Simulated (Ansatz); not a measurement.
C2H7AlF3N, SMILES `C[NH+](C)[Al-]([F])([F])[F]`, relaxed with RKS PBE-D4/def2-SVP in Ansatz from a rough embedded geometry. The force threshold is 0.03 eV/Å; the program also tests the step.

Charge 0, multiplicity 1.

Start:

```xyz
14

C    -1.264    0.706   -0.325
N     0.063    0.427    0.229
C     1.051    0.608   -0.809
Al    0.238   -1.355    0.919
F     1.892   -1.584    1.648
F    -0.992   -1.543    2.318
F    -0.106   -2.579   -0.309
H    -1.373    1.677   -0.723
H    -2.080    0.562    0.511
H    -1.565   -0.048   -1.107
H     0.234    1.134    0.983
H     0.980    1.653   -1.274
H     2.064    0.448   -0.402
H     0.860   -0.105   -1.660
```

Task: By how much does the energy fall, and how many steps does the optimiser take? (An estimate is asked.)

Result: The calculation gave: 1.24 eV, in 5 steps.

Task: Which bonds change most? (Estimate.)

Result: Ansatz gave: Al4–F6 from 1.873 to 1.684 Å; Al4–F5 from 1.822 to 1.684 Å; N2–Al4 from 1.919 to 2.010 Å; Al4–F7 from 1.768 to 1.688 Å.

Task: Give the relaxed structure. (Best estimate.)

Result: Computed: 
```xyz
14

C    -1.325    0.639   -0.266
N     0.058    0.421    0.224
C     1.096    0.597   -0.821
Al    0.202   -1.433    0.988
F     1.803   -1.453    1.513
F    -0.995   -1.401    2.172
F    -0.140   -2.325   -0.404
H    -1.450    1.646   -0.715
H    -2.022    0.506    0.582
H    -1.547   -0.138   -1.023
H     0.245    1.086    0.989
H     1.050    1.604   -1.284
H     2.088    0.429   -0.360
H     0.938   -0.178   -1.595
```
